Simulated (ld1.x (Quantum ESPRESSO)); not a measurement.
# Logarithmic derivatives: dysprosium, ultrasoft

ld1.x (Quantum ESPRESSO) 7.5 input, shortened:

```
&input
   title='Dy', zed=66., rel=1, dft='PBESOL', iswitch=3,
   config='[Xe] 4f10 5d0 6s2 6p0'
 /
 &inputp
   pseudotype=3, tm=.true., lloc=-1, rcloc=1.40,
   nlcc=.true., rcore=0.60,
   which_augfun='PSQ', rmatch_augfun_nc=.true.
 /
8
5S  1  0   2.00   0.00  1.85  2.05  0.0
6S  2  0   2.00   0.00  1.85  2.05  0.0
5P  2  1   6.00   0.00  2.85  3.00  0.0
6P  3  1   0.00   0.00  2.85  3.00  0.0
5D  3  2   0.00   0.00  3.30  4.25  0.0
5D  3  2   0.00   0.35  3.30  4.25  0.0
4F  4  3  10.00   0.00  0.80  1.10  0.0
4F  4  3   0.00   0.10  0.80  1.10  0.0
 &test
   configts(1)='4f10 5s2 5p6 5d0 6s2 6p0'
 /
```

The phase is arctan(r·u′/u) with u = r·R(r), unwrapped; energies in Ry, scanned from -6 to 5 Ry. A pole is an energy at which the radial function vanishes at the test radius. The pseudo phase is shifted by a multiple of π to meet the all-electron one at the reference energy, and phase errors are pseudo minus all-electron; the curves can meet again beyond the range given. Levels narrower than the energy grid can be missing from the lists of poles. Where the grid stepped over a known ghost or core level, its pole and its step of π were put in at the level’s energy.

Q: For each channel, where are the poles, and over which energies does the pseudopotential scatter like the atom?

A:

```
channel  radius (bohr)  reference energy (Ry)  poles, all-electron      poles, pseudo  unbroken range about the reference energy with phases within 0.05 rad  phase error 1 Ry above the reference energy (rad)
      s           4.61                  -0.28           0.12, 2.70  -2.85, 0.12, 2.70                                                            -2.8 to 4.3                                             +0.000
      d           4.61                  -0.09     0.07, 1.82, 4.88               0.02                                                           -0.1 to -0.1                                             +1.929
      f           4.61                  -0.23           1.44, 3.68         1.44, 3.68                                                        the whole range                                             -0.000
```

Note: ghost state, extra bound levels that the all-electron valence spectrum of the same l lacks: s at -38.7 eV (p, d not tested). A true bound ghost makes a file unfit for plane-wave use. Its overlap operator is not positive definite in a basis up to 400 Ry (lowest eigenvalue p -0.89, d -5.33), so the file is unfit for use: the generalised eigenproblem breaks down once the basis is large enough, and its test numbers describe a broken file.

Phases in the f channel:

```
E (Ry)  all-electron  pseudo
 -6.00         1.484   1.484
 -5.48         1.480   1.480
 -4.96         1.476   1.476
 -4.44         1.471   1.471
 -3.92         1.465   1.465
 -3.40         1.458   1.458
 -2.88         1.449   1.449
 -2.36         1.437   1.437
 -1.84         1.422   1.422
 -1.32         1.400   1.400
 -0.80         1.365   1.365
 -0.28         1.278   1.278
  0.24         1.091   1.091
  0.76        -0.802  -0.802
  1.28        -1.508  -1.508
  1.80        -1.689  -1.689
  2.32        -2.307  -2.312
  2.84        -4.498  -4.499
  3.36        -4.665  -4.665
  3.88        -4.738  -4.739
  4.40        -4.817  -4.818
  4.92        -5.070  -5.077
```
